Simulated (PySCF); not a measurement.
PySCF job for Al(All)(H)(OMe) (C4H9AlO), SMILES [O]([AlH][CH2]C=C)C, PBE-D3(BJ)/def2-SVP. Coordinates come from a PBE-D3(BJ)/def2-SVP optimisation. The structure was generated by enumeration; whether it is a known compound was not checked. One conformer was computed; it need not be the lowest.

```python
import numpy as np
from pyscf import gto, scf, dft, df
from pyscf.hessian import thermo

mol = gto.M(
    atom='''
    Al    0.01234777   -0.16044453    0.72917524
    C     1.65085152   -0.96154019   -0.06878703
    C     1.52852339    0.21815212   -0.95664115
    C     1.71316722    1.52303549   -0.58474341
    H     1.59634469   -1.93877494   -0.57511322
    H     2.47708743   -0.90712574    0.66592158
    H     1.06603345    0.03710657   -1.94538172
    H     2.18095028    1.79274107    0.37709660
    H     1.46378940    2.34693189   -1.26922443
    H     0.10806445    0.73990310    2.03899967
    O    -1.49388291   -0.54361279   -0.01293585
    C    -2.80947318   -0.07797213    0.10222121
    H    -3.51960831   -0.93125006    0.19516118
    H    -2.96982645    0.58469207    0.98665224
    H    -3.11070617    0.50040555   -0.80220096
    ''',
    basis='def2-SVP',
    charge=0,
    spin=0,
    max_memory=1600,
    verbose=3,
)
mf = dft.RKS(mol, xc='pbe').density_fit(auxbasis='def2-universal-jkfit')
mf.disp = 'd3bj'
mf.grids.level = 3
mf.conv_tol = 1e-11
mf.max_cycle = 100
mf.kernel()

# analytic Hessian; the response equations are solved on a coarser grid
h, args, fine = mf.Hessian(), (mf.mo_energy, mf.mo_coeff, mf.mo_occ), mf.grids
h.max_memory = max(150, 2.5e-5 * df.make_auxmol(mol, mf.with_df.auxbasis).nao * mol.nelec[0] * (mol.nelec[0] + mol.nao))  # MB; small integral blocks
h1ao = h.make_h1(mf.mo_coeff, mf.mo_occ)
mf.grids = dft.Grids(mol).set(level=1).build(with_non0tab=True)
mo1, mo_e1 = h.solve_mo1(*args, h1ao)
mf.grids = fine
hess = h.hess_elec(*args, mo1, mo_e1, h1ao) + h.hess_nuc()
if mf.do_disp():
    hess += h.get_dispersion()
for i in range(mol.natm):  # the analytic DFT Hessian lacks the response of the grid: restore translational invariance
    hess[i, i] -= hess[i].sum(axis=0)
hess = (hess + hess.transpose(1, 0, 3, 2)) / 2
vib = thermo.harmonic_analysis(mol, hess, imaginary_freq=False)
thermo.dump_normal_mode(mol, vib)
th = thermo.thermo(mf, vib['freq_au'][vib['freq_au'] > 0], 298.15, 101325)
thermo.dump_thermo(mol, th)
g0 = mf.nuc_grad_method().set(verbose=0).kernel()

# dipole derivatives [dipole axis, atom, xyz] from the same response
r, irp = mol.intor('int1e_r'), mol.intor('int1e_irp').reshape(3, 3, mol.nao, mol.nao)
sl, dm0, ok = mol.aoslice_by_atom(), np.array(mf.make_rdm1()), []
dmu = np.einsum('a,xt->xat', mol.atom_charges(), np.eye(3))
for a, (_, _, p0, p1) in enumerate(sl):
    dmu[:, a] += 2 * np.einsum('xtij,ij->xt', irp[:, :, :, p0:p1], dm0.reshape(-1, mol.nao, mol.nao).sum(0)[:, p0:p1])
    for u, c, occ, f in [(mo1, mf.mo_coeff, mf.mo_occ, 4)]:
        dmu[:, a] -= f * np.einsum('tui,xuv,vi->xt', u[a], r, c[:, occ > 0], optimize=True)
L = vib['norm_mode']
ir = 974.8801 * (np.einsum('xat,kat->kx', dmu, L) ** 2).sum(1)       # km/mol
apt = np.einsum('xax->a', dmu) / 3
print('mode   freq/cm-1   IR/(km/mol)')
for k, w in enumerate(vib['freq_wavenumber']):
    print(f'{k + 1:4d} {w:11.2f} {ir[k]:13.3f}')
print('max |gradient| / (hartree/bohr):', abs(g0).max())
print('APT charges:', apt.round(4))
```

It prints:

```
converged SCF energy = -474.826827595894

WARN: DFTD3 does not support analytical Hessian, using finite difference


WARN: Mole.unit (angstrom) is changed to Bohr

Mode                                 0                   1                   2
Irrep
Freq [cm^-1]                       63.8527             82.7667             89.8723
Reduced mass [au]                   2.7927              1.5005              2.0021
Force const [Dyne/A]                0.0067              0.0061              0.0095
Char temp [K]                      91.8698            119.0829            129.3062
Normal mode                   x     y     z       x     y     z       x     y     z
       0  Al                -0.04  0.01 -0.01   -0.00  0.04 -0.04    0.00  0.02 -0.06
       1   C                -0.04  0.02 -0.01    0.01 -0.02  0.04    0.04 -0.03  0.03
       2   C                 0.05  0.03 -0.00    0.03 -0.04  0.01    0.03 -0.03  0.03
       3   C                 0.17  0.01 -0.01   -0.01 -0.03  0.01   -0.09 -0.02  0.06
       4   H                -0.08  0.03 -0.02    0.02 -0.03  0.06    0.08 -0.03  0.04
       5   H                -0.05 -0.04  0.00   -0.02 -0.00  0.07   -0.00  0.00  0.08
       6   H                 0.06  0.07 -0.02    0.05 -0.06  0.00    0.08 -0.05  0.01
       7   H                 0.16 -0.03  0.01   -0.04 -0.01  0.01   -0.14  0.00  0.08
       8   H                 0.26  0.03 -0.02   -0.01 -0.04 -0.01   -0.12 -0.03  0.06
       9   H                -0.05  0.08 -0.05   -0.02  0.01 -0.02   -0.03 -0.02 -0.03
      10   O                -0.03  0.01 -0.02    0.01  0.05 -0.06    0.01  0.03 -0.08
      11   C                -0.06 -0.09  0.06   -0.02 -0.05  0.07    0.01  0.01  0.08
      12   H                 0.02 -0.14  0.23    0.02 -0.13 -0.31    0.06  0.01  0.45
      13   H                -0.04  0.00 -0.01   -0.09 -0.43  0.35    0.17  0.24 -0.06
      14   H                -0.20 -0.23  0.01   -0.01  0.32  0.31   -0.20 -0.23 -0.00
[...]
Force const [Dyne/A]                1.2220              1.4229              1.2338
Char temp [K]                    1953.1510           2005.6642           2042.0687
Normal mode                   x     y     z       x     y     z       x     y     z
       0  Al                -0.00 -0.00  0.00    0.00 -0.00 -0.00    0.00  0.00 -0.00
       1   C                 0.03 -0.03  0.03   -0.03  0.08 -0.04   -0.00  0.00  0.00
       2   C                 0.00 -0.08 -0.01   -0.01 -0.07  0.03   -0.00  0.00 -0.00
       3   C                -0.01 -0.01 -0.01   -0.01 -0.03 -0.03   -0.00 -0.00  0.00
       4   H                -0.31  0.21 -0.38    0.30 -0.11  0.28    0.00 -0.00  0.00
       5   H                -0.07  0.42  0.09    0.04 -0.45 -0.07   -0.00 -0.00  0.00
       6   H                -0.02  0.17 -0.05    0.02  0.20 -0.03   -0.00 -0.00  0.00
       7   H                -0.02  0.40 -0.11   -0.02  0.35 -0.12    0.00  0.00 -0.00
       8   H                 0.14  0.30  0.30    0.16  0.31  0.31    0.00 -0.00  0.00
       9   H                -0.01  0.01 -0.01   -0.00 -0.00 -0.01   -0.00  0.00 -0.00
      10   O                -0.00  0.00 -0.00   -0.00  0.00 -0.00    0.00  0.01 -0.01
      11   C                 0.00  0.00 -0.00    0.00 -0.00 -0.00    0.01  0.04 -0.02
      12   H                 0.00 -0.00  0.00   -0.00  0.00  0.00   -0.23  0.24  0.30
      13   H                -0.00 -0.00  0.00   -0.01  0.00 -0.00   -0.09 -0.55  0.40
      14   H                 0.00 -0.00 -0.00   -0.01  0.00  0.00    0.21 -0.37 -0.33
Mode                                27                  28                  29
Irrep
Freq [cm^-1]                     1426.5822           1432.4447           1584.0843
Reduced mass [au]                   1.0463              1.1261              4.1589
Force const [Dyne/A]                1.2546              1.3614              6.1488
Char temp [K]                    2052.5342           2060.9690           2279.1446
Normal mode                   x     y     z       x     y     z       x     y     z
       0  Al                 0.00  0.00  0.00   -0.01 -0.00 -0.00    0.00 -0.00  0.00
       1   C                -0.00  0.00  0.00    0.00 -0.00  0.00   -0.01  0.04 -0.00
       2   C                -0.00  0.00  0.00    0.00 -0.00 -0.00   -0.02 -0.19 -0.02
       3   C                 0.00  0.00 -0.00    0.00  0.00  0.00    0.02  0.16  0.04
       4   H                 0.00 -0.00  0.00   -0.01  0.00 -0.00    0.03  0.07 -0.06
       5   H                -0.00 -0.00  0.00    0.00  0.01 -0.00   -0.00 -0.06  0.00
       6   H                 0.00  0.00 -0.00   -0.00 -0.00  0.00   -0.02  0.18 -0.11
       7   H                 0.00 -0.00  0.00   -0.00 -0.00  0.00    0.04 -0.20  0.15
       8   H                -0.00 -0.00 -0.00   -0.00 -0.00 -0.00   -0.09 -0.04 -0.19
       9   H                -0.00  0.00  0.00   -0.00 -0.01 -0.02   -0.01  0.01 -0.02
      10   O                -0.02 -0.00 -0.01    0.03 -0.01 -0.00   -0.00  0.00 -0.00
      11   C                -0.03 -0.02 -0.04    0.08 -0.03 -0.02   -0.00  0.00 -0.00
      12   H                 0.29 -0.19  0.58   -0.35  0.33  0.20    0.00 -0.00 -0.00
      13   H                -0.24 -0.02 -0.04   -0.62  0.01 -0.14    0.00 -0.00  0.00
      14   H                 0.50  0.42  0.09   -0.34  0.16  0.23   -0.00 -0.00 -0.00
Mode                                30                  31                  32
Irrep
Freq [cm^-1]                     1896.4898           2897.8996           2967.9259
Reduced mass [au]                   1.0443              1.0336              1.1031
Force const [Dyne/A]                2.2130              5.1142              5.7250
Char temp [K]                    2728.6265           4169.4323           4270.1845
Normal mode                   x     y     z       x     y     z       x     y     z
       0  Al                 0.00  0.02  0.03   -0.00 -0.00 -0.00    0.00  0.00  0.00
       1   C                 0.00 -0.00  0.00    0.00  0.00 -0.00    0.00 -0.00  0.00
       2   C                -0.00  0.00 -0.00    0.00  0.00  0.00   -0.00 -0.00 -0.00
       3   C                 0.00 -0.00 -0.00    0.00 -0.00 -0.00   -0.00  0.00  0.00
       4   H                -0.00 -0.00  0.00   -0.00 -0.00  0.00   -0.00  0.00  0.00
       5   H                 0.00 -0.00  0.00    0.00  0.00 -0.00   -0.00 -0.00 -0.00
       6   H                 0.00 -0.00 -0.00   -0.00 -0.00 -0.00    0.00  0.00  0.00
       7   H                -0.00  0.00  0.00    0.00  0.00  0.00   -0.00 -0.00 -0.00
       8   H                -0.00 -0.00  0.00    0.00 -0.00  0.00   -0.00 -0.00 -0.00
       9   H                -0.06 -0.55 -0.80    0.00  0.00  0.00    0.00  0.00  0.00
      10   O                -0.00  0.00 -0.00    0.00 -0.00  0.00   -0.00  0.00  0.00
      11   C                -0.00  0.00  0.00    0.04 -0.03 -0.01   -0.02 -0.02 -0.08
      12   H                 0.01 -0.01 -0.00   -0.27 -0.35  0.03    0.15  0.19 -0.04
      13   H                 0.01  0.00  0.01   -0.08  0.42  0.57   -0.07  0.37  0.49
      14   H                 0.01 -0.00 -0.01   -0.13  0.26 -0.42    0.16 -0.36  0.55
Mode                                33                  34                  35
Irrep
Freq [cm^-1]                     2984.2824           3031.6246           3067.2968
Reduced mass [au]                   1.1043              1.0606              1.0835
Force const [Dyne/A]                5.7945              5.7434              6.0061
Char temp [K]                    4293.7179           4361.8329           4413.1572
Normal mode                   x     y     z       x     y     z       x     y     z
       0  Al                -0.00  0.00 -0.00   -0.00  0.00  0.00   -0.00  0.00 -0.00
       1   C                 0.00 -0.00  0.00    0.05 -0.03  0.03    0.00  0.01  0.00
       2   C                 0.00  0.00  0.00   -0.00  0.00 -0.01   -0.03 -0.01 -0.07
       3   C                 0.00 -0.00  0.00   -0.00 -0.00 -0.00   -0.00 -0.01 -0.00
       4   H                 0.00  0.00  0.00    0.04  0.40  0.21   -0.01 -0.09 -0.05
       5   H                -0.00 -0.00 -0.00   -0.63 -0.05 -0.57    0.01  0.00  0.01
       6   H                -0.00  0.00 -0.00    0.02  0.01  0.04    0.38  0.15  0.82
       7   H                -0.00 -0.00 -0.00    0.01  0.00  0.02    0.07  0.04  0.15
       8   H                -0.00  0.00 -0.00   -0.01  0.01 -0.01   -0.05  0.15 -0.13
       9   H                -0.00 -0.00  0.00   -0.00 -0.00 -0.00    0.00 -0.00 -0.00
      10   O                 0.00 -0.00  0.00   -0.00  0.00 -0.00   -0.00 -0.00  0.00
      11   C                 0.03  0.08 -0.02   -0.00 -0.00  0.00    0.00 -0.00  0.00
      12   H                -0.51 -0.64  0.06    0.00  0.00  0.00   -0.00 -0.00  0.00
      13   H                 0.03 -0.09 -0.15    0.00 -0.00 -0.00   -0.00  0.00  0.00
      14   H                 0.12 -0.22  0.38   -0.00  0.00 -0.00    0.00  0.00 -0.00
Mode                                36                  37                  38
Irrep
Freq [cm^-1]                     3073.9679           3135.7944           3180.0344
Reduced mass [au]                   1.0656              1.1080              1.1161
Force const [Dyne/A]                5.9323              6.4193              6.6498
Char temp [K]                    4422.7555           4511.7099           4575.3614
Normal mode                   x     y     z       x     y     z       x     y     z
       0  Al                 0.00 -0.00  0.00   -0.00 -0.00 -0.00   -0.00 -0.00 -0.00
       1   C                 0.00  0.00  0.00   -0.03 -0.06 -0.06   -0.00 -0.00  0.00
       2   C                -0.01 -0.01 -0.02   -0.00 -0.00 -0.01   -0.00 -0.00 -0.01
       3   C                 0.02  0.05  0.03    0.00  0.00  0.00   -0.03  0.04 -0.08
       4   H                 0.00 -0.01 -0.01    0.04  0.74  0.38    0.00  0.01  0.00
       5   H                -0.02 -0.00 -0.02    0.33  0.02  0.29    0.00 -0.00  0.00
       6   H                 0.10  0.04  0.21    0.04  0.01  0.08    0.03  0.01  0.07
       7   H                -0.33 -0.18 -0.68   -0.00 -0.00 -0.01    0.22  0.14  0.46
       8   H                 0.12 -0.38  0.33   -0.00  0.01 -0.01    0.18 -0.58  0.48
       9   H                -0.00 -0.00  0.00    0.00  0.00  0.00    0.00  0.00 -0.00
      10   O                -0.00 -0.00 -0.00    0.00  0.00  0.00    0.00  0.00  0.00
      11   C                 0.00  0.00  0.00    0.00  0.00  0.00   -0.00  0.00 -0.00
      12   H                -0.00 -0.00  0.00   -0.00 -0.00  0.00   -0.00 -0.00  0.00
      13   H                -0.00  0.00  0.00   -0.00  0.00  0.00   -0.00 -0.00 -0.00
      14   H                -0.00  0.00 -0.00   -0.00  0.00 -0.00    0.00 -0.00  0.00
temperature 298.1500 [K]
pressure 101325.00 [Pa]
Rotational constants [GHz] 5.57217 1.59151 1.46331
Symmetry number 1
Zero-point energy (ZPE) 0.11499 [Eh]   301915.671 [J/mol]
                           tot       elec      trans        rot        vib
Entropy [J/mol/K]       390.329      0.000    166.192    115.506    108.630
Cv [J/mol/K]            128.667      0.000     12.472     12.472    103.723
Cp [J/mol/K]            136.981      0.000     20.786     12.472    103.723
Internal energy [J/mol]                      3718.434   3718.434 318498.642
Internal energy [Eh]   -474.70269  -474.82683
Enthalpy [J/mol]                             6197.391   3718.434 318498.642
Enthalpy [Eh]          -474.70174
Gibbs free energy [J/mol]                  -43352.787 -30719.825 286110.527
Gibbs free energy [Eh] -474.74607
mode   freq/cm-1   IR/(km/mol)
   1       63.85         3.848
   2       82.77         0.294
   3       89.87         1.922
   4      109.49         1.959
   5      155.53        16.378
   6      195.38         9.867
   7      290.60         4.218
   8      412.87         1.783
   9      456.54        47.661
  10      536.09         5.991
  11      599.48       141.404
  12      656.13         9.375
  13      705.35         3.197
  14      739.78       148.193
  15      834.45        49.597
  16      906.98       105.592
  17      917.30         3.754
  18      970.86         8.724
  19      999.02        18.818
  20     1139.10        67.435
  21     1146.87         2.916
  22     1158.86        20.724
  23     1198.61       290.888
  24     1261.33         1.137
  25     1357.51         2.735
  26     1394.01         7.554
  27     1419.31         1.409
  28     1426.58         1.195
  29     1432.44        27.728
  30     1584.08        41.299
  31     1896.49       130.252
  32     2897.90       127.734
  33     2967.93        53.481
  34     2984.28        46.289
  35     3031.62         0.883
  36     3067.30         4.606
  37     3073.97         0.467
  38     3135.79         1.149
  39     3180.03         2.057
max |gradient| / (hartree/bohr): 7.967123701239237e-05
APT charges: [ 1.2372 -0.4288  0.1234 -0.2592  0.0449  0.0291  0.0398  0.0417  0.0546
 -0.3133 -0.9934  0.6549 -0.0783 -0.0745 -0.0782]
```

Self-consistency was reached.
